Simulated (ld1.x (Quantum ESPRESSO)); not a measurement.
# caesium: one change to a TM potential, before and after

ld1.x (Quantum ESPRESSO) 7.5 input, shortened:

```
&input
   title='Cs', zed=55., rel=1, dft='PBE', iswitch=3,
   config='[Xe] 5d1 6s0 6p0'
 /
 &inputp
   pseudotype=2, tm=.true., lloc=1,
   nlcc=.false.
 /
3
5S  1  0   2.00   0.00  2.10  2.10  0.0
5D  3  2   1.00   0.00  4.20  4.20  0.0
5P  2  1   6.00   0.00  2.05  2.05  0.0
 &test
   configts(1)='5s2 5p6 5d1 6s0 6p0'
 /
```

Change: wave 5p (bound): rc 2.05 bohr becomes 5p (bound): rc 3.12 bohr.

Cutoffs: the cutoffs (Ry, on a coarse ladder) from which the occupation-weighted sum of valence levels, in a spherical-Bessel basis at the reference potential, stays within 10 and 1 mRy of its value at 400 Ry; they do not see the model core or the augmentation charge, which bear on the density cutoff. Errors are all-electron minus pseudo energies relative to the spin-unpolarised reference configuration.

Q: Predict the effect on cutoff, ghosts and configuration errors.

A: The potential gets softer (35 Ry and 50 Ry → 30 Ry and 40 Ry); a bound ghost appears in s, which as a rule spoils a file; of the 6 tests that both files solve, the error grows in 0 and shrinks in 5 by more than 15 % and 0.3 meV (median size 59.2 → 10.8 meV); the range in which the s phases agree widens (upper end -0.3 → 1.6); the range in which the p phases agree narrows (upper end 2.3 → 0.0). A larger radius leaves more room for a smooth pseudo-wave, so fewer plane waves are needed. That the errors move this way runs against the usual rule that smaller radii transfer better.

| quantity | base | changed |
| --- | --- | --- |
| cutoff, loose | 35 Ry | 30 Ry |
| cutoff, tight | 50 Ry | 40 Ry |
| loose cutoff by channel (10 mRy a level) | s 25 Ry, d 6 Ry, p 18 Ry | s 25 Ry, d 6 Ry, p 6 Ry |
| bound ghosts | none | s |
| tests counted (converged, no solver errors) | 6 of 7 | 6 of 7 |
| error for 5s2 5p6 5d0 6s1 6p0, meV [ΔE -1.67 eV] | +70 | -13 |
| error for 5s2 5p6 5d0 6s0 6p0, meV [ΔE 2.19 eV] | +1.5 | +1.5 |
| error for 5s2 5p6 5d0 6s0.5 6p0, meV [ΔE -0.20 eV] | +48 | -9.0 |
| error for 5s1 5p6 5d0 6s1 6p0, meV [ΔE 30.01 eV] | +228 | -15 |
| error for 5s2 5p6 5d0.5 6s0.5 6p0, meV [ΔE -0.83 eV] | +35 | -6.4 |
| error for 5s2 5p5 5d0 6s1 6p0, meV [ΔE 16.19 eV] | +206 | -63 |
| s: phases at 4.53 bohr within 0.05 rad from the reference energy up to (Ry; the scan ends near 5) | -0.3 | 1.6 |
| p: phases at 4.53 bohr within 0.05 rad from the reference energy up to (Ry; the scan ends near 5) | 2.3 | 0.0 |
| d: phases at 4.53 bohr within 0.05 rad from the reference energy up to (Ry; the scan ends near 5) | 1.1 | 3.4 |

Base: Tests not counted: 5s2 5p6 5d0 6s0 6p1 (solver errors, printed error -1.2 eV). Changed file: Tests not counted: 5s2 5p6 5d0 6s0 6p1 (solver errors, printed error -1.2 eV). A true bound ghost makes a file unfit for plane-wave use even where its test errors are small: the radial tests pick states by their node count and pass the ghost by. Where a test does run into it, the solver fails or the error is huge.
